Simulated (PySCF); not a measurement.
Isomers of C8H10S, one GFN2-xTB conformer each. Single-point energies are computed at PBE0/pcSseg-1 (PySCF, gas phase, no added dispersion term), electronic only.

```json
{"SMILES": "C=C1C=C(C)/C1=C/SC", "GFN2-xTB relative energy (kJ/mol)": "273.1"}
{"SMILES": "CSc1ccc(C)cc1", "GFN2-xTB relative energy (kJ/mol)": "34.3"}
{"SMILES": "C#C/C(C)=C(\\C)C(C)=S", "GFN2-xTB relative energy (kJ/mol)": "258.6"}
{"SMILES": "Cc1ccc(S)cc1C", "GFN2-xTB relative energy (kJ/mol)": "0.0"}
```

Conformers: `[CH2:1]=[C:2]1[CH:3]=[C:4]([CH3:5])/[C:6]1=[CH:7]/[S:8][CH3:9]` with C6–C7–S8–C9 179°; `[CH3:1][S:2][c:3]1[cH:4][cH:5][c:6]([CH3:7])[cH:8][cH:9]1` with C1–S2–C3–C4 179°; `[CH:1]#[C:2]/[C:3]([CH3:4])=[C:5](\[CH3:6])[C:7]([CH3:8])=[S:9]` with C3–C5–C7–C8 177°; `[CH3:1][c:2]1[cH:3][cH:4][c:5]([SH:6])[cH:7][c:8]1[CH3:9]` with C4–C5–S6–H 0°.

Question: What does PBE0/pcSseg-1 give for the same structures?

Answer: 
```
              SMILES  PBE0/pcSseg-1 E (Eh)  PBE0/pcSseg-1 (kJ/mol)  GFN2-xTB (kJ/mol)  point group
       Cc1ccc(S)cc1C            -708.49753                     0.0                0.0            –
       CSc1ccc(C)cc1            -708.49195                    14.7               34.3            –
  C=C1C=C(C)/C1=C/SC            -708.39564                   267.5              273.1            –
C#C/C(C)=C(\C)C(C)=S            -708.38202                   303.3              258.6      near Cs
```

Both levels put the same isomer lowest; measured from each level's own lowest isomer, the values differ by up to 44.7 kJ/mol (C#C/C(C)=C(\C)C(C)=S: 258.6 against 303.3). As drawn, the lowest has an aromatic ring and an S–H bond, which the highest lacks; the highest has a C≡C bond, a C=S bond and a C=C bond outside aromatic rings, which the lowest lacks.

Question: Which frontier levels, dipoles and rotational constants go with these structures?

Answer: 
| SMILES | HOMO (eV, PBE0/pcSseg-1) | LUMO (eV) | dipole (D) | A, B, C (MHz) |
| --- | --- | --- | --- | --- |
| Cc1ccc(S)cc1C | -6.11 | -0.15 | 1.61 | 2967, 881.8, 685.5 |
| CSc1ccc(C)cc1 | -5.90 | -0.22 | 1.46 | 4096, 765.1, 650.0 |
| C=C1C=C(C)/C1=C/SC | -5.68 | -0.64 | 2.43 | 2279, 866.2, 632.6 |
| C#C/C(C)=C(\C)C(C)=S | -6.02 | -2.71 | 2.94 | 2335, 979.1, 698.9 |
